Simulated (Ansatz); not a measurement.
Diatomic BeN, multiplicity 4 (lowest of 2S+1 = 2, 4 at CCSD(T)/def2-TZVPP on PBE0 minima; our sources give no spin for the ground state, which may be another).

D_e counts from the fitted minimum to each atom's lowest state at the same level, without counterpoise.

Correlated levels freeze the inner cores; with def2 sets outer-core shells near the valence are correlated too.

Programs: Ansatz (Gaussian orbitals). 

```csv
level,bond energy D_e (kJ/mol)
r2SCAN/def2-TZVPP,199.0
BHLYP/def2-TZVPP,172.6
CAM-B3LYP/def2-TZVPP,193.2
wB97M-V/def2-TZVPP,164.9
B2PLYP/def2-TZVPP,175.2
CCSD/def2-TZVPP,113.6
CCSD(T)/aug-cc-pVTZ,136.0
CCSD(T)/def2-TZVPP,…
CCSD(T)/def2-QZVPP,…
```

**Question.** What belongs in the gaps?

**Answer.** 
- CCSD(T)/def2-TZVPP, bond energy D_e (kJ/mol): 121.3
- CCSD(T)/def2-QZVPP, bond energy D_e (kJ/mol): 142.5

Ansatz is a quantum-chemistry and plane-wave program.
